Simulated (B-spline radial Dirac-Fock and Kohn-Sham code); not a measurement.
**Photoemission from Ta at 1290 eV, detector at θ = 45°, φ = 0°**

System: the free tantalum atom, configuration [Xe] 4f14 5d3 6s2. Level of theory: Dirac-Hartree-Slater photoionisation with a Latter tail; cross sections with all multipoles, angular parameters from the dipole term and its interference with E2; a radial B-spline solver. Thresholds are tabulated edges, those marked * orbital energies of the model. For linearly polarised light dσ/dΩ = σ/(4π) [1 + β P₂(cos θ) + (δ + γ cos²θ) sin θ cos φ], with θ from the polarisation vector and φ the angle between the beam and the projection of the electron momentum on the plane normal to the polarisation. The dipole factor is 1 + βP₂ and the non-dipole term is the rest of the bracket. Open shells are filled statistically over j.

```
subshell  threshold (eV)  σ (kb)     β      γ       δ  dipole factor  non-dipole term  dσ/dΩ (kb/sr)
      4s           563.4    30.0  1.90   0.57   0.000          1.475           +0.200           4.00
   4p1/2           463.4    33.4  1.48   0.39   0.015          1.369           +0.150           4.04
   4p3/2           400.9    84.8  1.45   0.26   0.010          1.364           +0.099           9.87
   4d3/2           237.9     111  1.16  -0.03   0.005          1.291           -0.008           11.4
   4d5/2           226.4     162  1.24  -0.04   0.006          1.310           -0.011           16.8
   4f5/2          35.32*    81.3  1.05   0.23   0.081          1.262           +0.140           9.06
   4f7/2          33.17*     103  1.05   0.24   0.081          1.262           +0.143           11.5
      5s           69.70    6.14  1.92   0.38   0.000          1.480           +0.134          0.788
   5p1/2          50.51*    5.72  1.63   0.24   0.000          1.409           +0.085          0.679
   5p3/2          41.20*    12.9  1.59   0.15  -0.001          1.398           +0.054           1.49
   5d3/2           6.44*    2.02  1.28  -0.04   0.006          1.320           -0.009          0.211
   5d5/2           5.73*    2.77  1.33  -0.04   0.006          1.333           -0.009          0.292
      6s           7.02*   0.565  1.92   0.36   0.000          1.480           +0.128         0.0723
```

Values without a named source are computed, but for edge energies of neutral atoms, which are taken from tables.
